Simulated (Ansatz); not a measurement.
Relaxation of C$_{2}$H$_{7}$B$_{2}$Cl (12 atoms, charge 0, multiplicity 1), to a largest force component of 0.02 eV/Å in at most 50 steps.

The calculation used RKS B3LYP/def2-SVP in Ansatz 0.2.0.

```xyz
12
Properties=species:S:1:pos:R:3:forces:R:3
B -0.606 1.783 0.711 -0.47 0.91 1.19
B -0.984 0.199 0.619 0.43 -3.00 -0.45
C 0.146 -0.856 0.319 4.22 4.92 1.12
C 0.789 -0.721 -1.096 -3.55 -2.77 0.40
Cl 1.981 -1.961 -1.395 1.05 -0.58 -0.33
H 0.442 2.239 0.508 1.22 0.36 -0.34
H -1.494 2.592 0.954 0.01 -0.42 -0.33
H -2.034 -0.162 0.849 -2.30 -0.28 0.92
H -1.134 -0.100 -0.503 -1.62 1.35 -2.00
H 1.005 -0.698 1.085 -0.64 -1.42 -0.82
H -0.113 -0.892 -1.807 1.45 0.50 0.45
H 1.176 0.283 -1.237 0.22 0.44 0.19
```

Problem. Where does it end, and by what steps?

Solution. The run converged. After 45 steps the energy has fallen by 5.150 eV; H9 moved furthest, 2.15 Å. Parted: B1–B2. Joined: B1–C3.

```json
{"step": "0", "energy less start (eV)": "0.0000", "largest force component (eV/Å)": "4.916", "accepted": "yes"}
{"step": "2", "energy less start (eV)": "-2.4331", "largest force component (eV/Å)": "1.454", "accepted": "yes"}
{"step": "4", "energy less start (eV)": "-3.2870", "largest force component (eV/Å)": "0.977", "accepted": "yes"}
{"step": "6", "energy less start (eV)": "-3.7678", "largest force component (eV/Å)": "1.133", "accepted": "yes"}
{"step": "8", "energy less start (eV)": "-4.2746", "largest force component (eV/Å)": "1.822", "accepted": "yes"}
{"step": "10", "energy less start (eV)": "-4.6832", "largest force component (eV/Å)": "0.502", "accepted": "yes"}
{"step": "12", "energy less start (eV)": "-4.7666", "largest force component (eV/Å)": "0.840", "accepted": "no"}
{"step": "14", "energy less start (eV)": "-4.8626", "largest force component (eV/Å)": "0.113", "accepted": "yes"}
{"step": "16", "energy less start (eV)": "-4.8547", "largest force component (eV/Å)": "0.353", "accepted": "no"}
{"step": "18", "energy less start (eV)": "-4.8772", "largest force component (eV/Å)": "0.165", "accepted": "no"}
{"step": "20", "energy less start (eV)": "-4.8818", "largest force component (eV/Å)": "0.052", "accepted": "yes"}
{"step": "22", "energy less start (eV)": "-4.8842", "largest force component (eV/Å)": "0.112", "accepted": "yes"}
{"step": "24", "energy less start (eV)": "-4.8857", "largest force component (eV/Å)": "0.225", "accepted": "no"}
{"step": "26", "energy less start (eV)": "-4.8918", "largest force component (eV/Å)": "0.116", "accepted": "yes"}
{"step": "28", "energy less start (eV)": "-4.9180", "largest force component (eV/Å)": "0.575", "accepted": "yes"}
{"step": "30", "energy less start (eV)": "-4.9409", "largest force component (eV/Å)": "0.197", "accepted": "yes"}
{"step": "32", "energy less start (eV)": "-4.9622", "largest force component (eV/Å)": "0.412", "accepted": "yes"}
{"step": "34", "energy less start (eV)": "-5.0128", "largest force component (eV/Å)": "0.284", "accepted": "yes"}
{"step": "36", "energy less start (eV)": "-5.0692", "largest force component (eV/Å)": "0.488", "accepted": "yes"}
{"step": "38", "energy less start (eV)": "-5.1099", "largest force component (eV/Å)": "0.267", "accepted": "yes"}
{"step": "40", "energy less start (eV)": "-5.1287", "largest force component (eV/Å)": "0.169", "accepted": "yes"}
{"step": "42", "energy less start (eV)": "-5.1450", "largest force component (eV/Å)": "0.136", "accepted": "yes"}
{"step": "44", "energy less start (eV)": "-5.1500", "largest force component (eV/Å)": "0.039", "accepted": "yes"}
{"step": "45", "energy less start (eV)": "-5.1502", "largest force component (eV/Å)": "0.010", "accepted": "yes"}
```

```xyz
12
Properties=species:S:1:pos:R:3
B -0.116 1.720 0.096
B -1.391 -0.433 0.447
C 0.031 0.168 0.204
C 0.893 -0.495 -0.860
Cl 1.215 -2.244 -0.474
H 0.369 2.328 -0.829
H -0.702 2.333 0.953
H -1.928 -1.098 -0.404
H -1.985 -0.191 1.469
H 0.512 0.123 1.212
H 0.395 -0.483 -1.840
H 1.880 -0.024 -0.966
```

Run time: 2.1 min on 2 threads of Arm Neoverse V2, on a shared host, peak memory 0.24 GiB.
